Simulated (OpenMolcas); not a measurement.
**I⁵⁺: effect of correlating more closed shells**

- Program: OpenMolcas
- Basis: ANO-RCC-VTZP [7s6p4d2f1g]
- Scalar Hamiltonian: DKH2, point nucleus
- Active space: 2 electrons in 4 orbitals (5s 5p)
- State averaging: 2S+1 = 3 even, 3 roots; 2S+1 = 1 even, 7 roots; 2S+1 = 3 odd, 3 roots; 2S+1 = 1 odd, 3 roots
- Spin-orbit coupling: state interaction with AMFI integrals over the reference wave functions, term energies averaged over their components

Methods on the same reference wave functions:
A. CASSCF
B. MS-CASPT2, IPEA 0.25 Eh, imaginary shift 0.1 Eh (closed shells correlated: none)
C. MS-CASPT2, IPEA 0.25 Eh, imaginary shift 0.1 Eh (closed shells correlated: 4d)
D. MS-CASPT2, IPEA 0.25 Eh, imaginary shift 0.1 Eh (closed shells correlated: 4s 4p 4d)

Energies in cm⁻¹ above 5s² ¹S₀, the measured ground level; measured values from the list in Rauch et al., Astron. Astrophys. 606, A105 (2017).

```
     Level       A       B       C       D  Measured
   5s² ¹S₀     0.0     0.0     0.0     0.0       0.0
5s 5p ³P°₀   81765   81870   86970   87400     85666
5s 5p ³P°₁   85462   85490   90390   90810     89262
5s 5p ³P°₂   94774   94880   99980  100410     99685
5s 5p ¹P°₁  137067  131460  126850  127080    127424
   5p² ³P₀  200773  200260  202570  203610    200085
   5p² ³P₁  207717  207650  210240  211330    208474
   5p² ¹S₀  252914  246080  245810  246350    245658
```

Deviations, from unrounded energies. A percentage is the sum of absolute deviations over the sum of measured energies, with the sign that they share, or ± where signs differ.

```csv
Against measurement,Levels,A,B,C,D
mean absolute deviation (cm-1),7,4400,2500,1100,1600
other configurations (%),7,±2.9,±1.7,±0.7,±1.1
```

C lies closest to measurement on these levels and A furthest from it. The largest miss of C in the table is 5p² ³P₀, by +2500 cm-1. The ranking rests on the paired levels alone, and a cruder setting can come out closer through cancelling errors.

Among B to D the level of the table that moves most is 5s 5p ³P°₀, by 5500 cm-1 (lowest in B, highest in D). Moves below CASPT2's spread within the term are not significant.

The lowest spin-free term lies below A's lowest term by 0.005 hartree in B, 0.417 hartree in C, 0.571 hartree in D.

What an inner shell adds also hangs on whether the basis holds functions to correlate it.

Over all roots computed the reference weight is 0.94 to 1.00 in B, 0.90 to 0.95 in C, 0.89 to 0.94 in D; the roots of lowest weight are the least certain, and an intruder state may touch them. The ¹D term of p² mixes with s d, which this space lacks. Computed and measured levels are paired by configuration, term and J; levels that our copy of the source lacks, or whose pairing is in doubt (as where it misses far off the trend of its configuration), stay unpaired and out of the deviations. Levels of configurations outside the active space are missing. Levels that lie high or do not pair safely by name in every column are left out.

° marks odd parity.
